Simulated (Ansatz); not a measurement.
Level of theory: frozen-core CCSD(T)/def2-TZVPP // TPSS-D3(BJ)/def2-SVP (Ansatz, a program for electronic structure).

Ansatz 0.2 input:
```yaml
crystal:
  periodic: [false, false, false]
  atoms:
    - { symbol: Ti, position_ang: [-0.000206, 0.04672, 0.009222] }
    - { symbol: Br, position_ang: [-0.140131, 1.311047, 1.948624] }
    - { symbol: Br, position_ang: [0.248607, 1.180226, -1.998461] }
    - { symbol: H, position_ang: [-1.435015, -0.837609, -0.105252] }
    - { symbol: H, position_ang: [1.351127, -0.953154, 0.17489] }
basis:
  gaussian: { orbitals: def2-TZVPP }
correlation:
  method: ccsd_t
```

Output:

```
Functional definition: HF
1244 factors; integrals over basis functions are off by at most 1.0e-3 eV
mean field evaluation 1: about -163113.4399 eV, gradient 3.8e1 eV
mean field evaluation 2: about -163113.5844 eV, gradient 3.8e1 eV
mean field evaluation 4: about -163117.8817 eV, gradient 4.7e0 eV
mean field evaluation 8: about -163118.0225 eV, gradient 8.0e-1 eV
mean field evaluation 16: about -163118.0267 eV, gradient 2.1e-6 eV
mean field -163118.02671735 eV, -5994.4769164928 hartree, gradient 2.1e-6 eV, S^2 0.000000; 0 other end points of the search recorded, 0 dependent functions left out
23 core orbitals not correlated
reference -163118.02671735 eV, -5994.4769164928 hartree; 24, 24 occupied and 141, 141 virtual orbitals, 1244 factors
second order -26.90064348 eV of doubles, -0.00000000 eV of singles
cycle   1  -25.99054421 eV  change    9.1e-1 eV  update   2.5e-1
cycle   2  -26.99746519 eV  change    -1.0e0 eV  update   1.8e-1
cycle   3  -27.28571457 eV  change   -2.9e-1 eV  update   5.9e-2
cycle   4  -27.29787405 eV  change   -1.2e-2 eV  update   2.4e-2
cycle   5  -27.26300486 eV  change    3.5e-2 eV  update   8.8e-3
cycle   6  -27.26258230 eV  change    4.2e-4 eV  update   3.0e-3
cycle   7  -27.26382675 eV  change   -1.2e-3 eV  update   1.7e-3
cycle   8  -27.26333046 eV  change    5.0e-4 eV  update   7.4e-4
cycle   9  -27.26360507 eV  change   -2.7e-4 eV  update   4.2e-4
cycle  10  -27.26398256 eV  change   -3.8e-4 eV  update   1.6e-4
cycle  11  -27.26374493 eV  change    2.4e-4 eV  update   9.6e-5
cycle  12  -27.26359499 eV  change    1.5e-4 eV  update   5.9e-5
cycle  13  -27.26365055 eV  change   -5.6e-5 eV  update   3.3e-5
cycle  14  -27.26362685 eV  change    2.4e-5 eV  update   1.6e-5
perturbative correction -1.35408264 eV, -0.0497616193 hartree
Total energy: -163146.64442683 eV, -5995.5285979187 hartree
```

Cost: roughly 6 core-minutes.
